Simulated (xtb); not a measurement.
xtb input (GFN2-xTB):

```bash
xtb mol.xyz --gfn 2 --sp --chrg 0 --uhf 0
```
mol.xyz:
```
16

C      2.51827840    -0.36631534     0.03716063
C      1.02633590    -0.23648439     0.05297084
C      0.20064417    -1.18960319     0.49604143
C     -1.29464802    -0.97630224     0.47729255
Si    -1.44457360     0.76381707    -0.25918704
C      0.41549784     1.05307316    -0.46386401
H      2.90684472    -0.25763547    -0.98008712
H      2.98325406     0.42419664     0.63424403
H      2.84534157    -1.33003701     0.42877931
H      0.59722551    -2.12726866     0.87450251
H     -1.80079840    -1.73627655    -0.12506505
H     -1.72255460    -1.04919092     1.48142246
H     -2.08888475     1.73621783     0.65804225
H     -2.18373783     0.79393116    -1.54559717
H      0.78084472     1.91236587     0.10707482
H      0.70984571     1.23404994    -1.50230606
```

Output:

```
           -------------------------------------------------
          |                Calculation Setup                |
           -------------------------------------------------

           -------------------------------------------------
          |                 G F N 2 - x T B                 |
           -------------------------------------------------

        Reference                      10.1021/acs.jctc.8b01176
      * Hamiltonian:
        H0-scaling (s, p, d)           1.850000    2.230000    2.230000
        zeta-weighting                 0.500000
      * Dispersion:
        s8                             2.700000
        a1                             0.520000
        a2                             5.000000
        s9                             5.000000
      * Repulsion:
        kExp                           1.500000    1.000000
        rExp                           1.000000
      * Coulomb:
        alpha                          2.000000
        third order                    shell-resolved
        anisotropic                    true
        a3                             3.000000
        a5                             4.000000
        cn-shift                       1.200000
        cn-exp                         4.000000
        max-rad                        5.000000

          ...................................................
          :                      SETUP                      :
          :.................................................:
          :  # basis functions                  40          :
          :  # atomic orbitals                  39          :
          :  # shells                           23          :
          :  # electrons                        34          :
          :  max. iterations                   250          :
          :  Hamiltonian                  GFN2-xTB          :
          :  restarted?                      false          :
          :  GBSA solvation                  false          :
          :  PC potential                    false          :
          :  electronic temp.          300.0000000     K    :
          :  accuracy                    1.0000000          :
          :  -> integral cutoff          0.2500000E+02      :
          :  -> integral neglect         0.1000000E-07      :
          :  -> SCF convergence          0.1000000E-05 Eh   :
          :  -> wf. convergence          0.1000000E-03 e    :
          :  Broyden damping             0.4000000          :
          :  net charge                          0          :
          :  unpaired electrons                  0          :
          ...................................................

 iter      E             dE          RMSdq      gap      omega  full diag
   1    -17.6727239 -0.176727E+02  0.468E+00    5.12       0.0  T
   2    -17.7607225 -0.879986E-01  0.199E+00    4.73       1.0  T
   3    -17.7610432 -0.320697E-03  0.194E+00    5.01       1.0  T
   4    -17.7687772 -0.773403E-02  0.984E-01    4.97       1.0  T
   5    -17.7673497  0.142754E-02  0.508E-01    4.99       1.0  T
   6    -17.7693865 -0.203686E-02  0.259E-01    4.98       1.0  T
   7    -17.7695426 -0.156054E-03  0.520E-02    4.98       1.0  T
   8    -17.7695431 -0.525621E-06  0.200E-02    4.98       1.3  T
   9    -17.7695437 -0.584145E-06  0.449E-03    4.98       5.6  T
  10    -17.7695437 -0.357637E-07  0.185E-03    4.98      13.5  T
  11    -17.7695437 -0.674504E-08  0.884E-04    4.98      28.3  T
  12    -17.7695437 -0.274629E-08  0.250E-04    4.98     100.2  T

   *** convergence criteria satisfied after 12 iterations ***

         #    Occupation            Energy/Eh            Energy/eV
      -------------------------------------------------------------
         1        2.0000           -0.7308478             -19.8874
       ...           ...                  ...                  ...
        11        2.0000           -0.4582770             -12.4704
        12        2.0000           -0.4341600             -11.8141
        13        2.0000           -0.4312150             -11.7340
        14        2.0000           -0.4232417             -11.5170
        15        2.0000           -0.4002796             -10.8922
        16        2.0000           -0.3860563             -10.5051
        17        2.0000           -0.3685253             -10.0281 (HOMO)
        18                         -0.1856527              -5.0519 (LUMO)
        19                         -0.1769506              -4.8151
        20                         -0.1659379              -4.5154
        21                         -0.1609854              -4.3806
        22                         -0.0533487              -1.4517
       ...                                ...                  ...
        39                          0.6759069              18.3924
      -------------------------------------------------------------
                  HL-Gap            0.1828726 Eh            4.9762 eV
             Fermi-level           -0.2770890 Eh           -7.5400 eV

 SCC (total)                   0 d,  0 h,  0 min,  0.010 sec
 SCC setup                      ...        0 min,  0.000 sec (  1.143%)
 Dispersion                     ...        0 min,  0.000 sec (  0.909%)
 classical contributions        ...        0 min,  0.000 sec (  0.276%)
 integral evaluation            ...        0 min,  0.002 sec ( 14.966%)
 iterations                     ...        0 min,  0.005 sec ( 48.093%)
 molecular gradient             ...        0 min,  0.003 sec ( 33.307%)
 printout                       ...        0 min,  0.000 sec (  1.175%)

         :::::::::::::::::::::::::::::::::::::::::::::::::::::
         ::                     SUMMARY                     ::
         :::::::::::::::::::::::::::::::::::::::::::::::::::::
         :: total energy             -17.503153028937 Eh    ::
         :: gradient norm              0.025987104686 Eh/a0 ::
         :: HOMO-LUMO gap              4.976216327034 eV    ::
         ::.................................................::
         :: SCC energy               -17.769516828968 Eh    ::
         :: -> isotropic ES            0.017301043131 Eh    ::
         :: -> anisotropic ES          0.005957498309 Eh    ::
         :: -> anisotropic XC          0.010048872120 Eh    ::
         :: -> dispersion             -0.010959421291 Eh    ::
         :: repulsion energy           0.266363800031 Eh    ::
         :: add. restraining           0.000000000000 Eh    ::
         :: total charge              -0.000000000000 e     ::
         :::::::::::::::::::::::::::::::::::::::::::::::::::::

           -------------------------------------------------
          |                Property Printout                |
           -------------------------------------------------

    * Orbital Energies and Occupations

         #    Occupation            Energy/Eh            Energy/eV
      -------------------------------------------------------------
         1        2.0000           -0.7308478             -19.8874
       ...           ...                  ...                  ...
         5        2.0000           -0.5506463             -14.9838
         6        2.0000           -0.5153499             -14.0234
         7        2.0000           -0.4940495             -13.4438
         8        2.0000           -0.4909771             -13.3602
         9        2.0000           -0.4716607             -12.8345
        10        2.0000           -0.4691318             -12.7657
        11        2.0000           -0.4582770             -12.4704
        12        2.0000           -0.4341600             -11.8141
        13        2.0000           -0.4312150             -11.7340
        14        2.0000           -0.4232417             -11.5170
        15        2.0000           -0.4002796             -10.8922
        16        2.0000           -0.3860563             -10.5051
        17        2.0000           -0.3685253             -10.0281 (HOMO)
        18                         -0.1856527              -5.0519 (LUMO)
        19                         -0.1769506              -4.8151
        20                         -0.1659379              -4.5154
        21                         -0.1609854              -4.3806
        22                         -0.0533487              -1.4517
        23                         -0.0335123              -0.9119
        24                          0.0989312               2.6921
        25                          0.1171811               3.1887
        26                          0.1685267               4.5858
        27                          0.1891182               5.1462
        28                          0.1926604               5.2426
       ...                                ...                  ...
        39                          0.6759069              18.3924
      -------------------------------------------------------------
                  HL-Gap            0.1828726 Eh            4.9762 eV
             Fermi-level           -0.2770890 Eh           -7.5400 eV

     #   Z          covCN         q      C6AA      α(0)
     1   6 C        3.754    -0.099    22.446     6.756
     2   6 C        3.022    -0.010    28.236     8.716
     3   6 C        2.991    -0.066    29.623     8.928
     4   6 C        3.706    -0.153    23.626     6.949
     5  14 Si       3.755     0.467    97.776    18.925
     6   6 C        3.709    -0.160    23.748     6.965
     7   1 H        0.924     0.036     2.496     2.471
     8   1 H        0.924     0.036     2.496     2.471
     9   1 H        0.924     0.032     2.558     2.501
    10   1 H        0.925     0.013     2.843     2.637
    11   1 H        0.924     0.023     2.688     2.564
    12   1 H        0.924     0.023     2.687     2.563
    13   1 H        0.912    -0.096     5.434     3.646
    14   1 H        0.912    -0.096     5.432     3.646
    15   1 H        0.924     0.024     2.667     2.554
    16   1 H        0.924     0.024     2.668     2.554

 Mol. C6AA /au·bohr⁶  :       2754.749511
 Mol. C8AA /au·bohr⁸  :      77662.792121
 Mol. α(0) /au        :         84.845242

Wiberg/Mayer (AO) data.
largest (>0.10) Wiberg bond orders for each atom

 ---------------------------------------------------------------------------
     #   Z sym  total        # sym  WBO       # sym  WBO       # sym  WBO
 ---------------------------------------------------------------------------
     1   6 C    3.997 --     2 C    1.025     9 H    0.984     7 H    0.973
                             8 H    0.973
     2   6 C    3.984 --     3 C    1.898     1 C    1.025     6 C    1.020
     3   6 C    3.985 --     2 C    1.898     4 C    1.036    10 H    0.965
     4   6 C    3.983 --     3 C    1.036    11 H    0.972    12 H    0.972
                             5 Si   0.886
     5  14 Si   3.550 --     6 C    0.886     4 C    0.886    14 H    0.885
                            13 H    0.885
     6   6 C    3.982 --     2 C    1.020    16 H    0.973    15 H    0.972
                             5 Si   0.886
     7   1 H    0.998 --     1 C    0.973
     8   1 H    0.998 --     1 C    0.973
     9   1 H    0.999 --     1 C    0.984
    10   1 H    1.000 --     3 C    0.965
    11   1 H    0.999 --     4 C    0.972
    12   1 H    0.999 --     4 C    0.972
    13   1 H    0.991 --     5 Si   0.885
    14   1 H    0.991 --     5 Si   0.885
    15   1 H    0.999 --     6 C    0.972
    16   1 H    0.999 --     6 C    0.973
 ---------------------------------------------------------------------------

Topologies differ in total number of bonds
Writing topology from bond orders to xtbtopo.mol

molecular dipole:
                 x           y           z       tot (Debye)
 q only:       -0.255       0.302      -0.117
   full:        0.172       0.023      -0.016       0.444
molecular quadrupole (traceless):
Note: The following floating-point exceptions are signalling: IEEE_UNDERFLOW_FLAG IEEE_DENORMAL
normal termination of xtb
                xx          xy          yy          xz          yz          zz
 q only:        1.415      -0.539      -0.731       0.133       0.058      -0.683
  q+dip:       -0.213       1.943       0.028      -0.819      -0.039       0.185
   full:        0.239       1.616      -0.067      -0.716      -0.158      -0.172

           -------------------------------------------------
          | TOTAL ENERGY              -17.503153028937 Eh   |
          | GRADIENT NORM               0.025987104686 Eh/α |
          | HOMO-LUMO GAP               4.976216327034 eV   |
           -------------------------------------------------

------------------------------------------------------------------------
------------------------------------------------------------------------
 total:
 SCF:
```
